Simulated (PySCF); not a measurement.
# How methods differ on the interval between two levels of Au

Au [Xe] 4f14 5d10 6s1 [2S1/2, M_J = 1/2] → Au [Xe] 4f14 5d9 6s2 [2D5/2, M_J = 5/2], as a difference of total energies. Computed with PySCF 2.14 in x2c-SVPall-2c with one added diffuse shell each of s, d type (8s9p10d2f, 99 functions), with the two-component X2C-1e Hamiltonian. Correlated levels: [Kr] 4d10 4f14 frozen; the 22 highest virtual spinors dropped. "Screened" scales the spin-orbit matrix elements by Boettger's factors to mimic the two-electron term; Breit and QED terms are absent.

```tsv
method	interval between two levels (cm⁻¹)
GHF (spin-free)	15443
GMP2 (spin-free)	18206
GHF (screened spin-orbit)	10302
GMP2 (screened spin-orbit)	12980
```

The spin-free rows lack the spin-orbit shift.

Errors of the correlated levels include the incompleteness of this basis and the frozen core.

Q: Which method comes closest to the reference value, and which is furthest?

A: The reference is 9161.2 cm⁻¹ (measured; NIST Handbook of Basic Atomic Spectroscopic Data (Sansonetti and Martin, J. Phys. Chem. Ref. Data 34, 1559 (2005))). Closest: GHF (screened spin-orbit) (error 1141.3 cm⁻¹); furthest: GMP2 (spin-free) (error 9044.7 cm⁻¹).
